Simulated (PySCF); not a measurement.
Al(NHMe)(OH)2 (CH6AlNO2), SMILES C[NH][Al]([OH])[OH].

Geometry: B3LYP-D3(BJ)/def2-SVP. The structure was generated by enumeration; whether it is a known compound was not checked. The values are those of a single conformer.

Level of theory: PBE/def2-TZVP (PySCF).

Isolated molecule, no solvent.

* **total energy**: -489.18461 hartree
* **point group**: Cs
* **highest occupied level**: -5.25 eV
* **lowest empty level**: -1.00 eV
* **orbital gap**: 4.25 eV
* **dipole moment**: 1.56 D
* **quadrupole, principal values (traceless, Buckingham form, about the centre of nuclear charge)**: -3.43, -2.84, 6.27 D·Å
* **mean static polarisability**: 52.6 bohr³ (7.79 Å³)
* **polarisability, principal values**: 44.4, 50.3, 63.1 bohr³
